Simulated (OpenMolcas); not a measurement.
# Computed levels of Ag5+

```
Program             : OpenMolcas 26.06
Method              : SS-CASPT2, IPEA 0.25 Eh, imaginary shift 0.1 Eh (closed shells correlated: 4s 4p)
Basis               : ANO-RCC-VQZP [8s7p5d3f2g1h]
Scalar Hamiltonian  : DKH2, point nucleus
Active space        : 6 electrons in 10 orbitals (4d 5d)
State averaging     : 2S+1 = 5 even, 5 roots; 2S+1 = 3 even, 45 roots; 2S+1 = 1 even, 49 roots
Spin-orbit coupling : state interaction with AMFI integrals over the reference wave functions, term energies averaged over their components
```

Spin-free terms above the lowest, with the occupations of the reference (each correlating shell added to its valence partner):

```
Configuration   Term  E (cm⁻¹)  Occupations
          4d⁶     ⁵D       0.0      4d 6.00
          4d⁶     ³H     21120      4d 6.00
          4d⁶  ³P(1)     22210      4d 6.00
          4d⁶  ³F(1)     23300      4d 6.00
          4d⁶     ³G     25480      4d 6.00
          4d⁶     ³D     31590      4d 6.00
          4d⁶     ¹I     31840      4d 6.00
          4d⁶  ¹G(1)     33410      4d 6.00
          4d⁶     ¹S     37910      4d 6.00
          4d⁶  ¹D(1)     38690      4d 6.00
          4d⁶     ¹F     44360      4d 6.00
          4d⁶  ³P(2)     52710      4d 6.00
          4d⁶  ³F(2)     52980      4d 6.00
          4d⁶  ¹G(2)     60460      4d 6.00
          4d⁶  ¹D(2)     79860      4d 6.00
```

With spin-orbit coupling, above the lowest level:

```
Configuration   Term  J  E (cm⁻¹)  Measured (cm⁻¹)      g  Term weight %    Second
          4d⁶     ⁵D  4       0.0              0.0  1.493             97   3 ³F(1)
          4d⁶     ⁵D  3      2520             2692  1.496             98          
          4d⁶     ⁵D  2      3740             3953  1.497             96   3 ³P(1)
          4d⁶     ⁵D  1      4660             4941  1.498             96   3 ³P(1)
          4d⁶     ⁵D  0      5070             5380                    96   4 ³P(1)
          4d⁶     ³H  4     21440                   1.017             37  29 ³F(1)
          4d⁶  ³P(1)  2     21640            21042  1.478             90      4 ⁵D
          4d⁶     ³H  6     22380            21512  1.159             95      5 ¹I
          4d⁶     ³H  5     22680            21812  1.078             74     26 ³G
          4d⁶  ³F(1)  3     25200            24441  1.011             75     23 ³G
          4d⁶     ³H  4     25760                   1.019             51  46 ³F(1)
          4d⁶  ³F(1)  2     26160            25306  0.689             94   5 ¹D(1)
          4d⁶  ³P(1)  1     28700            28232  1.412             87      9 ³D
          4d⁶     ³G  5     28730            27958  1.156             74     26 ³H
          4d⁶  ³P(1)  0     29390                                     74     22 ¹S
          4d⁶     ³G  4     30440            29660  1.063             76  13 ³F(1)
          4d⁶     ³G  3     31080            30361  0.833             75  24 ³F(1)
          4d⁶     ³D  2     33710            32650  1.167             86   6 ¹D(1)
          4d⁶     ³D  1     34450            33558  0.597             90   9 ³P(1)
          4d⁶     ³D  3     34590            33509  1.323             95          
          4d⁶     ¹I  6     35380            34194  1.008             95      5 ³H
          4d⁶  ¹G(1)  4     38580            37481  1.009             84   9 ³F(1)
          4d⁶  ¹D(1)  2     42960            41372  1.014             84      7 ³D
          4d⁶     ¹S  0     42970                                     68  19 ³P(1)
          4d⁶     ¹F  3     46440            44724  1.012             85  13 ³F(2)
          4d⁶  ³P(2)  0     52580                                     87     10 ¹S
          4d⁶  ³P(2)  1     53680            51664  1.496             99          
          4d⁶  ³F(2)  4     56010            53990  1.237             94   4 ¹G(2)
          4d⁶  ³F(2)  2     56080            54223  0.674             98          
          4d⁶  ³F(2)  3     57720            55982  1.077             85     11 ¹F
          4d⁶  ³P(2)  2     58510            56519  1.483             96   3 ¹D(1)
          4d⁶  ¹G(2)  4     64130            61726  1.012             95   5 ³F(2)
          4d⁶  ¹D(2)  2     83070                   1.000             99
```

Against the 26 measured excited levels shown (the list in Gamrath, thesis, University of Mons (2023)) the mean absolute deviation is 1100 cm-1; the largest miss in energy is 4d⁶ ¹G₄(2): computed 64130, measured 61726 cm⁻¹ (+3.9 %), and the largest in proportion 4d⁶ ⁵D₃ (-6.3 %).

Spin-orbit coupling puts the lowest level 2944 cm⁻¹ below the lowest spin-free term.

A least-squares Racah fit to the terms below 60000 cm-1, each weighted by 2L + 1 and with a free common offset, gives B = 917 cm-1 and C = 4260 cm-1 (C/B = 4.65), with an rms deviation of 580 cm-1.

For ⁵D the intervals divided by the larger J are -414.7, -457.5, -407.7, -630.5 cm-1. Landé's interval rule makes them equal in pure LS coupling; they differ by 47 % of their mean. The multiplet is inverted.

CASPT2 does not keep the components of a term degenerate, so their means are used; among the terms shown or strongly mixed into the levels shown the widest spread is 250 cm-1 (4d⁶ ³F(2)). Active for correlation alone: 5d; no level in the range computed is led by a configuration that fills it, so any true level of that kind is missing. Measured partners are found by configuration, term and J. A level has none where our copy of the source lacks it or the pairing is in doubt (some pairs that miss far off the trend of their configuration count as doubtful), and it then counts in no deviation. Levels of configurations outside the active space are missing. The first state left out of the spin-orbit step lies near 120000 cm-1 above the lowest spin-free state of the reference (among the parities and spins computed), and the list stops at four fifths of that energy or lower.

The CASPT2 steps took 54 min on 1 thread of Arm Neoverse V2, on a shared host; the integral step is not counted.

The term weight is that of the spin-free term in the level, not the purity of its configuration. A number in round brackets counts repeated terms of one configuration in the order of the reference energies.
